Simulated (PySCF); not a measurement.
Electric field gradients and quadrupole coupling constants

Compound: H11NSi5.
Cartesian coordinates in Å at the PBE0-D3(BJ)/def2-SVP level; atoms count from 1:
```xyz
17
H11NSi5 angstrom
N      1.6513   -0.2618   -1.2638
Si     1.6239    0.0143    0.4637
Si     0.1423   -1.6433    1.2061
Si    -1.6391   -1.1789   -0.2639
Si    -1.5495    1.1540   -0.6416
Si     0.2772    1.9262    0.6310
H      1.9160   -1.1730   -1.6241
H      1.9783    0.4711   -1.8851
H      2.9494    0.0778    1.1665
H     -0.2643   -1.4336    2.6316
H      0.6668   -3.0380    1.0517
H     -2.9631   -1.5870    0.3050
H     -1.4352   -1.9183   -1.5488
H     -1.3061    1.4313   -2.0918
H     -2.8341    1.8163   -0.2487
H     -0.1290    2.2094    2.0437
H      0.9010    3.1574    0.0486
```

Field gradients from the PBE0/pcSseg-1 density (PySCF, non-relativistic), principal values in atomic units, ordered |Vxx| ≤ |Vyy| ≤ |Vzz|:

```csv
atom,Vxx,Vyy,Vzz
N1,0.3514,0.5877,-0.9392
```

Problem. Find the asymmetry η = (Vxx − Vyy)/Vzz and the couplings χ = eQV/h (234.96 MHz × Q in barn × V in au), with Q(14N) = 0.02044 b.

Solution. 
```json
{"atom": "N1", "environment": "silicon-bound nitrogen", "nucleus": "14N", "η": "0.25", "χzz (MHz)": "-4.511", "χxx (MHz)": "1.688", "χyy (MHz)": "2.823"}
```

Problem. What is Vzz at N1 in SI units (1 au = 9.71736 × 10²¹ V/m²)?

Solution. -0.9392 au = -9.126 × 10²¹ V/m².

Problem. And the gradient at the other heavy atoms, for which no coupling is worked out here?

Solution. 
```json
{"atom": "Si2", "environment": "SiH silicon", "Vzz (au)": "0.229", "η": "0.46"}
{"atom": "Si3", "environment": "SiH2 silicon", "Vzz (au)": "0.074", "η": "0.93"}
{"atom": "Si4", "environment": "SiH2 silicon", "Vzz (au)": "0.084", "η": "0.44"}
{"atom": "Si5", "environment": "SiH2 silicon", "Vzz (au)": "0.085", "η": "0.45"}
{"atom": "Si6", "environment": "SiH2 silicon", "Vzz (au)": "0.076", "η": "0.91"}
```

Problem. What couplings would deuterons (Q(2H) = 0.00286 b) have in place of the hydrogens, at this geometry?

Solution. 
| atom | bonded to | bond length (Å) | Vzz (au) | η | χzz (kHz) |
| --- | --- | --- | --- | --- | --- |
| H7 | N1 | 1.015 | 0.4075 | 0.17 | 274 |
| H8 | N1 | 1.015 | 0.4075 | 0.17 | 274 |
| H9 | Si2 | 1.502 | 0.1370 | 0.04 | 92 |
| H10 | Si3 | 1.497 | 0.1429 | 0.02 | 96 |
| H11 | Si3 | 1.498 | 0.1430 | 0.02 | 96 |
| H12 | Si4 | 1.498 | 0.1424 | 0.01 | 96 |
| H13 | Si4 | 1.496 | 0.1442 | 0.01 | 97 |
| H14 | Si5 | 1.496 | 0.1443 | 0.01 | 97 |
| H15 | Si5 | 1.498 | 0.1424 | 0.01 | 96 |
| H16 | Si6 | 1.497 | 0.1430 | 0.02 | 96 |
| H17 | Si6 | 1.498 | 0.1430 | 0.02 | 96 |

Isolated species at its PBE0-D3(BJ)/def2-SVP geometry (one conformer only). The small basis limits the accuracy of the gradients.

These values come from a run that also computed NMR shieldings. The run took 28 s on Arm Neoverse V2, one thread, shared host.
